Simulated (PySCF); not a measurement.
Deuteron quadrupole couplings in `CCO[SiH2]C`

Compound: C3H10OSi.
Atom-mapped SMILES: `[CH3:1][CH2:2][O:3][SiH2:4][CH3:5]` (hydrogens: H6, H7, H8 on C1; H9, H10 on C2; H11, H12 on Si4; H13, H14, H15 on C5)

Cartesian coordinates in Å at the PBE0-D3(BJ)/def2-SVP level; atoms count from 1:
```xyz
15
C3H10OSi angstrom
C     -2.3729    0.8714   -0.3732
C     -1.3559   -0.1665    0.0396
O     -0.0611    0.3623   -0.1009
Si     1.3396   -0.4669    0.2616
C      2.7646    0.6784   -0.0954
H     -3.3963    0.4810   -0.2669
H     -2.2756    1.7724    0.2507
H     -2.2179    1.1656   -1.4219
H     -1.5360   -0.4751    1.0887
H     -1.4713   -1.0769   -0.5815
H      1.4260   -1.7132   -0.5686
H      1.3274   -0.8833    1.7026
H      3.7229    0.1864    0.1321
H      2.6890    1.5906    0.5152
H      2.7681    0.9718   -1.1559
```

Level: PBE0/pcSseg-1 (PySCF, non-relativistic); Q(2H) = 0.00286 b; rigid geometry, the same for H and D, with no vibrational averaging.

Question: Rank these positions by the coupling χzz of a deuteron there, largest first.
A. H15 (methyl hydrogen)
B. H10 (methylene hydrogen)
C. H12 (Si–H hydrogen)
D. H8 (methyl hydrogen)

Answer: A (201 kHz), D (196 kHz), B (181 kHz), C (90 kHz).

Q: Give the electric field gradient Vzz (the principal value of largest size), its asymmetry and the 2H coupling at each hydrogen.

A: 
```
atom  bonded to  bond length (Å)  Vzz (au)     η  χzz (kHz)
  H6         C1            1.101    0.2921  0.03        196
  H7         C1            1.100    0.2918  0.03        196
  H8         C1            1.100    0.2918  0.03        196
  H9         C2            1.108    0.2684  0.07        180
 H10         C2            1.108    0.2686  0.07        181
 H11        Si4            1.500    0.1340  0.03         90
 H12        Si4            1.500    0.1340  0.03         90
 H13         C5            1.101    0.2978  0.01        200
 H14         C5            1.100    0.2985  0.01        201
 H15         C5            1.100    0.2986  0.01        201
```

Q: Average by the element that carries the hydrogen.

A: on C: 194 kHz over 8 positions, mean bond length 1.102 Å; on Si: 90 kHz over 2 positions, mean bond length 1.500 Å.

Q: A static deuteron (I = 1) shows a doublet split by (3/2)χ, (3/4)χ(1 + η) and (3/4)χ(1 − η) with the field along z, y and x of the gradient. What are these for H13?

A: With |χ| = 200.1 kHz and η = 0.006: 300, 151 and 149 kHz, to first order and without motion.

Geometry: PBE0-D3(BJ)/def2-SVP, one conformer, isolated molecule. With a basis this small, the couplings can be 20 % off.
